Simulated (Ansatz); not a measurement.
Total energies of `C[CH](C)[Ga]([Cl])[O][SiH3]`.

```xyz
17

C     0.0799   -1.7654    1.0253
C    -0.9976   -0.8789    0.4092
C    -1.8931   -1.6339   -0.5641
Ga   -0.2031    0.7207   -0.4108
Cl   -0.9889    1.7120   -2.1526
O     1.2578    1.4987    0.2367
Si    2.1917    2.7883   -0.1383
H     0.7145   -1.2199    1.7267
H    -0.3797   -2.5996    1.5665
H     0.7300   -2.1984    0.2598
H    -1.6200   -0.4758    1.2184
H    -2.3852   -2.4704   -0.0563
H    -1.3198   -2.0526   -1.3958
H    -2.6708   -0.9975   -0.9912
H     3.3084    2.8541    0.8408
H     1.4149    4.0563   -0.0664
H     2.7612    2.6623   -1.5080
```

Charge 0, multiplicity 1. Correlated methods include outer-core shells of Ga, which these sets cover unevenly. Scalar relativity is left out up to krypton. The geometry is a stationary point of PBE0-D4/def2-TZVP. It is one conformer, not always the lowest. Basis def2-TZVPP, Ansatz 0.2.0.

RPA on PBE orbitals: Hartree–Fock energy of these orbitals -2866.11647 Eh, correlation -2.14412 Eh (frozen core).

```tsv
functional	energy without D4 (Eh)	D4 term (kJ/mol)
LDA (SPW92)	-2862.97844	–
PBE	-2869.45197	-43.8
```

Q: Give the same for revPBE, BLYP, r2SCAN, B97M-V, PBE0, B3LYP, r2SCANh, r2SCAN0, HSE06 (plane-wave form), BHLYP, CAM-B3LYP, LC-ωPBE, ωB97X-V, ωB97M-V, B2PLYP, PBE-QIDH. (Estimate.)

A: Ansatz gave: 
```
             functional  energy without D4 (Eh)  D4 term (kJ/mol)
                 revPBE             -2869.98349            -120.2
                   BLYP             -2870.31294             -93.0
                 r2SCAN             -2870.16644             -11.5
                 B97M-V             -2869.76440                 –
                   PBE0             -2869.58518             -37.8
                  B3LYP             -2870.43911             -70.3
                r2SCANh             -2870.14474             -12.4
                r2SCAN0             -2870.11441             -13.7
HSE06 (plane-wave form)             -2869.55924             -35.6
                  BHLYP             -2870.20834             -57.7
              CAM-B3LYP             -2870.38980             -39.0
                LC-ωPBE             -2869.76260                 –
                ωB97X-V             -2869.99927                 –
                ωB97M-V             -2870.10077                 –
                 B2PLYP             -2869.56784                 –
               PBE-QIDH             -2869.06377                 –
```

B3LYP takes the VWN-RPA correlation (the form of Gaussian; ORCA's B3LYP/G). HSE06 is the plane-wave form, built on full-range PBE exchange. The double hybrids freeze the cores in their second-order part.

LC-ωPBE has ω = 0.4 bohr⁻¹.
